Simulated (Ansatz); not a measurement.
Basis-set series for F₂Ga (`[F][Ga][F]`) radical. Charge 0, multiplicity 2. All single points use the PBE0-D4/def2-TZVP geometry.

```csv
functional,basis,functions,energy (Eh),HOMO (eV),LUMO (eV)
PBE0-D4,def2-SVP,60,-2123.73652,-7.63,-4.20
PBE0-D4,def2-TZVPP,110,-2124.23754,-7.75,-4.28
ωB97M-V,def2-SVP,60,-2124.02648,-9.74,-2.45
ωB97M-V,def2-TZVPP,110,-2124.53109,-9.88,-2.49
```

Question: Give the rows for def2-QZVPP. (Best estimate.)

Answer: Computed: 
```tsv
functional	basis	functions	energy (Eh)	HOMO (eV)	LUMO (eV)
PBE0-D4	def2-QZVPP	203	-2124.29355	-7.78	-4.33
ωB97M-V	def2-QZVPP	203	-2124.58483	-9.94	-2.61
```

HOMO and LUMO are taken over both spins. Scalar relativity is left out up to krypton.
